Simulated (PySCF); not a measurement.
Compound: C₃H₂ClN₃O.
Bonds: O1–C2, C2–N3 (aromatic), N3–C4 (aromatic), C4–N5 (aromatic), N5–C6 (aromatic), C6–Cl7, C6–N8 (aromatic), C2–N8 (aromatic). Hydrogens: H9 on O1; H10 on C4.

Method: PySCF 2.14.0, PBE/def2-SVP geometry optimisation, gas phase.

Problem. What internal coordinates does the optimisation give?

Solution. 
```csv
bond,length (Å)
O1–C2,1.332
C2–N3,1.348
N3–C4,1.338
C4–N5,1.341
N5–C6,1.339
C6–Cl7,1.737
C6–N8,1.330
C2–N8,1.341
O1–H9,0.982
C4–H10,1.105
```

A selection of angles:
```csv
angle,degrees
C2–O1–H9,105.6
O1–C2–N3,117.6
O1–C2–N8,116.5
N3–C2–N8,125.9
C2–N3–C4,114.0
N3–C4–N5,126.0
N3–C4–H10,117.1
N5–C4–H10,116.9
C4–N5–C6,113.4
N5–C6–Cl7,116.3
N5–C6–N8,127.2
Cl7–C6–N8,116.5
C2–N8–C6,113.4
```

Dihedral angles: H9–O1–C2–N3 0° (synperiplanar).

The 8 heavy atoms lie in one plane (0.001 Å rms). The 6-membered ring C2–N3–C4–N5–C6–N8 has internal angles of 113.4° to 127.2°; it is planar, 0.00 Å rms from its mean plane, widest ring torsion 0°.

Point group: Cs (every atom within 0.08 Å of its image). Stationary, but not proved a minimum. The numbers are those of one conformer (H–O1–C2–N3 0°).

Hardware: an Arm Neoverse V1 with one thread, shared host with 32 logical CPUs at a one-minute load of 9.7. Cost: 49 s, 0.59 GiB resident at most. This is the geometry optimisation.
